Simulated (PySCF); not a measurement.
## Frontier orbitals and the lowest excitations

Species: C4H8N2OSi.
Structure used (GFN2-xTB), in Å, numbered top down from 1:
```
atom  x, y, z in Å
C1     2.0900   -0.0675    0.6048
C2     0.6854    0.4413    0.5285
O3     0.3357    1.5558    0.9151
N4    -0.2953   -0.3140    0.0222
C5    -0.1249   -1.6510   -0.4735
Si6   -1.7587    0.6822    0.1335
C7    -1.5936    2.1341   -1.0229
N8    -1.5152    3.0094   -1.7562
H9     2.4370   -0.3561   -0.3858
H10    2.1342   -0.9430    1.2511
H11    2.7336    0.7113    1.0033
H12    0.5942   -1.6747   -1.2957
H13    0.2239   -2.3212    0.3163
H14   -1.0832   -2.0105   -0.8391
H15   -2.1304    1.0219    1.4939
H16   -2.7402   -0.2090   -0.5070
```

Method: TDDFT PBE0/def2-SVPD, vertical, gas phase, core orbitals frozen in the response (PySCF).

Kohn–Sham orbitals with the atoms that hold most of them (Löwdin shares over 4%, at most four atoms; ? is withheld):

| orbital | ε (eV) | atoms |
| --- | --- | --- |
| HOMO-3 | -9.76 | N8 47%, C7 39%, Si6 5% |
| HOMO-2 | -9.41 | N8 37%, C7 29%, Si6 13%, H16 11% |
| HOMO-1 | -8.30 | ? |
| HOMO | ? | ? |
| LUMO | -0.55 | Si6 24%, C7 21%, N8 20%, H15 6% |
| LUMO+1 | -0.29 | C2 30%, O3 20%, N4 13%, Si6 10% |
| LUMO+2 | 0.21 | C5 16%, Si6 14%, C1 11%, H13 9% |

Task: Give the leading atoms of the HOMO.

Result: N4 (bonded to 2 C and Si) 41%; O3 (bonded to C) 29%; C5 (bonded to N and 3 H) 9%; C2 (bonded to C, N and O) 7%. By element: nitrogen 41% or more, oxygen 29%, carbon 16% or more.

Task: Give the leading atoms of the HOMO-1.

Result: O3 (bonded to C) 62%; C2 (bonded to C, N and O) 7%; C1 (bonded to C and 3 H) 7%; N4 (bonded to 2 C and Si) 6%. By element: oxygen 62%, carbon 14% or more, nitrogen 6% or more.

Task: What is the HOMO energy, and the HOMO–LUMO gap?

Result: ε(HOMO) = -8.08 eV; the gap is 7.54 eV (0.2769 hartree).

Task: The HOMO–LUMO gap is 7.54 eV. Where does the response calculation put the lowest singlet, and from which orbitals?

Result: S1 is at 5.87 eV (f = 0.0001), 1.66 eV below the gap, made of HOMO-1→LUMO+1 (76%), HOMO-1→LUMO (15%). Its leading pair isn't HOMO and LUMO; the energies of that pair differ by 8.01 eV. Without the coupling terms of the response equations the lowest excitation would equal the gap.

Task: One configuration dominates each of S1, S2 and S5. Which, and how do the shares of the two leading atoms of either orbital change from the occupied to the empty one?

Result: 
- S1 (5.87 eV, f 0.0001), HOMO-1→LUMO+1 (76%): O3 62% → 20%, C2 7% → 30%; low, almost dark, from the terminal oxygen into the C=O bond, the pattern of n→π*
- S2 (6.26 eV, f 0.0012), HOMO→LUMO (96%): N4 41% → at most 7%, O3 29% → at most 7%, Si6 at most 7% → 24%, C7 at most 7% → 21%
- S5 (6.98 eV, f 0.0055), HOMO-2→LUMO (76%): N8 37% → 20%, C7 29% → 21%, Si6 13% → 24%

Löwdin shares depend on the basis, the more so with diffuse functions.

One conformer stands for the species.
